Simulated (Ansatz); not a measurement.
Several settings on one geometry of the cluster Mn3⁻ (that of the charge -1 multiplicity 13, PBE0-D4/def2-TZVPD). Ansatz on 4 threads of Arm Neoverse V2 on a shared host; times are rough.

```xyz
3

Mn    1.055   -0.393   -0.997
Mn   -1.130    0.799   -0.536
Mn    0.075   -0.406    1.533
```

Totals from different functionals, basis sets or treatments of relativity can't be compared as stabilities.

The spins typed aren't always the lowest for that charge.

Problem. Give the basis size and estimate the energy, ⟨S²⟩ and time of these runs.

| run | method | charge | state | further keys |
| --- | --- | --- | --- | --- |
| 1 | UKS rPW86-PBE-D4/def2-TZVP | -1 | multiplicity 13 | scf: {omitted_lower_state_checks: [starts]}; forces asked |
| 2 | UKS B3LYP5/def2-mTZVP | -1 | multiplicity 13 | fitting: {mean_field: def2-universal-jkfit}; pseudopotentials: {relativity: none}; scf: {omitted_lower_state_checks: [starts]} |
| 3 | UKS B97M-V/def2-SVP | -1 | multiplicity 15 | scf: {omitted_lower_state_checks: [starts]} |

Solution. 
```csv
run,functions,energy (Eh),⟨S²⟩,wall time
1,135,-3454.9330,42.75,12 s
2,99,-3452.7251,43.33,3.3 s
3,93,-3451.7298,56.28,11 s
```

The highest occupied level of an anion often lies above zero with these methods, and sets without diffuse functions describe the outer electron poorly. At UKS rPW86-PBE-D4/def2-TZVP, UKS B3LYP5/def2-mTZVP the charge -1 multiplicity 13 is spin-contaminated (final ⟨S²⟩ up to 43.33, 42.00 for a pure state). At UKS B97M-V/def2-SVP the charge -1 multiplicity 15 is spin-contaminated (final ⟨S²⟩ up to 56.28, 56.00 for a pure state).
